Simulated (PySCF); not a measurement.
**Electron correlation in Rb⁺ (rubidium, charge +1)**

[Kr], closed-shell 1S. Calculation: PySCF 2.14, in cc-pVDZ-X2C; the spin-free X2C one-electron Hamiltonian (Gaussian nucleus). Frozen: [Ar] 3d10 4s2; 6 electrons correlated.

Total MP2 correlation energy: -7.95 mhartree.

Same-spin part -2.51 and opposite-spin part -5.44 mhartree; SCS-MP2 scales them by 1/3 and 6/5 to -7.36 mhartree.

| level | correlation energy (mhartree) |
| --- | --- |
| CCSD | -8.70 |
| (T) | -0.04 |
| CCSD(T) | -8.74 |

Diagnostics: T1 = 0.0018, D1 = 0.0026, largest double amplitude 0.013.

Cost of the coupled-cluster step: 0.07 s of wall time on 1 thread of Neoverse-V1 (shared host), for 6 correlated electrons.

Iterations:

```
CC2 = 0
CCSD nocc = 3, nmo = 21
frozen orbitals [0, 1, 2, 3, 4, 5, 6, 7, 8, 9, 10, 11, 12, 13, 14]
max_cycle = 100
direct = 0
conv_tol = 1e-08
conv_tol_normt = 1e-06
diis_space = 8
diis_start_cycle = 0
Init t2, MP2 energy = -2979.01104048676  E_corr(MP2) -0.00795062380202018
Init E_corr(CCSD) = -0.00795062380208078
cycle = 1  E_corr(CCSD) = -0.00859797475457348  dE = -0.000647350952  norm(t1,t2) = 0.0050562
cycle = 2  E_corr(CCSD) = -0.0086829167050864  dE = -8.49419505e-05  norm(t1,t2) = 0.000888817
cycle = 3  E_corr(CCSD) = -0.00869736779344559  dE = -1.44510884e-05  norm(t1,t2) = 0.000192449
cycle = 4  E_corr(CCSD) = -0.00869686656705268  dE = 5.01226393e-07  norm(t1,t2) = 8.80683e-06
cycle = 5  E_corr(CCSD) = -0.00869679140122248  dE = 7.51658302e-08  norm(t1,t2) = 1.32247e-06
cycle = 6  E_corr(CCSD) = -0.00869679086663404  dE = 5.34588443e-10  norm(t1,t2) = 7.79937e-08
CCSD converged
E(CCSD) = -2979.011786653824  E_corr = -0.008696790866634042
CCSD(T) correction = -4.25576328861281e-05
```
